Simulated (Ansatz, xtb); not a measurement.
Species: SrCl (charge 0, doublet). 
Geometry from a B3LYP-D3(BJ)/def2-TZVP (Ansatz, a quantum-chemistry and plane-wave program) optimisation:
```xyz
2

Sr     0.0000     0.0000    -0.8032
Cl     0.0000     0.0000     1.7955
```
Charge 0, spin multiplicity 2.

Harmonic wavenumbers from GFN2-xTB (xtb, at its own minimum), cm⁻¹: 235.

Problem. Give the harmonic wavenumbers at B3LYP-D3(BJ)/def2-TZVP (Ansatz, finite differences of forces, unscaled).

Solution. 292 cm⁻¹. Zero-point energy 0.4 kcal/mol.

Problem. From these and the geometry, give the ideal-gas thermochemistry at 298.15 K and 1 atm (rigid rotor, harmonic oscillator).

Solution. Point group C∞v, rotational symmetry number 1. Rotational constants 2.965, 2.965 GHz. S(trans) 40.34, S(rot) 17.18, S(vib) 1.46, S(elec, spin only) 1.38, S 60.4 cal/(mol K). H(298) - H(0) 2.34 kcal/mol; G - E(el) -15.2 kcal/mol.
